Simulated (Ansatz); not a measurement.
The cluster Na3Br4, relaxed as a doublet with UKS r2SCAN-D4/def2-SVP in Ansatz, starting from the GFN2-xTB geometry. Force threshold 0.02 eV/Å.

In the doublet, Br4 and Br6 lie 2.96 Å apart (atoms count from 1), so these atoms are partly bonded to each other. Another isomer (doublet) lies 0.05 eV lower at PBE0-D4/def2-TZVP; other spin states weren't run for this one.

Start:

```tsv
atom	x (Å)	y (Å)	z (Å)
Na1	-2.174	1.000	-0.007
Na2	1.785	0.938	1.348
Na3	0.337	-2.047	-1.149
Br4	-0.498	-0.922	1.492
Br5	-1.965	-0.853	-2.006
Br6	-0.210	2.756	0.800
Br7	2.723	-0.872	-0.478
```

```csv
step,energy (eV),largest force component (eV/Å),SCF passes
1,-293401.5638,0.185,59
2,-293401.6177,0.095,42
3,-293401.6314,0.028,40
4,-293401.6342,0.026,39
5,-293401.6431,0.159,50
6,-293401.6644,0.120,36
7,-293401.7482,0.147,45
8,-293401.7572,0.452,27
9,-293401.8129,0.065,33
10 (rejected),-293401.8113,0.131,27
11,-293401.8178,0.021,28
12,-293401.8196,0.005,23
13,-293401.8199,0.008,23
```

Force components are those of the run's own axes.

End:

```tsv
atom	x (Å)	y (Å)	z (Å)
Na1	-2.2407	0.8211	-0.2325
Na2	1.9618	0.7674	1.1437
Na3	0.3508	-1.6998	-1.1362
Br4	-0.6068	-0.3943	1.8364
Br5	-2.0189	-0.9517	-2.1907
Br6	-0.3472	2.4743	1.1560
Br7	2.9010	-1.0170	-0.5767
```

By distances, no bond broke or formed. The bond that changes most is Na3–Br4, from 2.99 to 3.38 Å (atoms count from 1).

The force fell under the threshold at step 12, but the optimiser went on. No frequencies were taken in this run, so the end may be a saddle point.

Run time 5.2 min (4 threads of Arm Neoverse N1 on a shared host).
